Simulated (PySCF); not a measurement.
C3H7ClSi, SMILES C[SiH2]/C=C/Cl. Coordinates come from a r2SCAN-D4/def2-SVP optimisation. The structure was generated by enumeration; whether it is a known compound was not checked. The values are those of a single conformer.

Computed equilibrium geometry at r2SCAN-D4/def2-SVP (PySCF confirms it by a frequency run) as bond lengths and angles (one conformer of several):
Atoms: C1 Si2 C3 C4 Cl5 H6 H7 H8 H9 H10 H11 H12. Bonded distances (Å): C1–Si2 1.879, C1–H6 1.102, C1–H7 1.102, C1–H8 1.101, Si2–C3 1.872, Si2–H9 1.496, Si2–H10 1.497, C3–C4 1.339, C3–H11 1.099, C4–Cl5 1.740, C4–H12 1.095. Bond angles (°): Si2–C1–H6 110.9, Si2–C1–H7 110.9, Si2–C1–H8 110.9, H6–C1–H7 107.8, H6–C1–H8 108.0, H7–C1–H8 108.2, C1–Si2–C3 111.2, C1–Si2–H9 110.8, C1–Si2–H10 109.3, C3–Si2–H9 107.6, C3–Si2–H10 109.4, H9–Si2–H10 108.6, Si2–C3–C4 122.0, Si2–C3–H11 120.3, C4–C3–H11 117.7, C3–C4–Cl5 124.0, C3–C4–H12 124.1, Cl5–C4–H12 111.8.
Charge 0, spin multiplicity 1.
